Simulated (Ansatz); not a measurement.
C$_{2}$H$_{11}$BOSi (`C[BH-](C)[OH+][SiH3]`) from Hartree–Fock to CCSD(T)

```xyz
16

C    -0.312    0.787    1.772
B     0.091   -0.160    0.561
C     1.633   -0.520    0.367
O    -0.336    0.698   -0.862
Si   -1.239   -0.342   -1.852
H    -1.363    1.091    1.753
H     0.298    1.698    1.817
H    -0.153    0.260    2.719
H    -0.668   -1.111    0.389
H     1.977   -1.126    1.211
H     1.846   -1.102   -0.537
H     2.277    0.371    0.354
H     0.401    1.182   -1.246
H    -0.533   -1.618   -2.086
H    -2.561   -0.508   -1.223
H    -1.360    0.399   -3.136
```

Total charge 0; spin multiplicity 1. All single points use the PBE0-D4/def2-TZVP geometry. It is one conformer, not always the lowest. Frozen core, restricted reference, the Gaussian-basis code of Ansatz. CBS rows extrapolate triple and quadruple zeta; past MP2 they add the triple-zeta difference.

```tsv
basis	HF (Eh)	MP2 corr.
def2-SVP	-470.42154	-0.69263
def2-TZVPP	-470.73642	-0.86067
def2-QZVPP	-470.75469	-0.91903
```

(1) Estimate the CCSD correlation energy and the (T) correction in each basis where they were run (hartree).

## Answers

(1) 
| basis | CCSD corr. | (T) |
| --- | --- | --- |
| def2-SVP | -0.76508 | -0.01934 |
| def2-TZVPP | -0.92349 | -0.03249 |
| CBS(def2) | -1.02507 | as TZ |
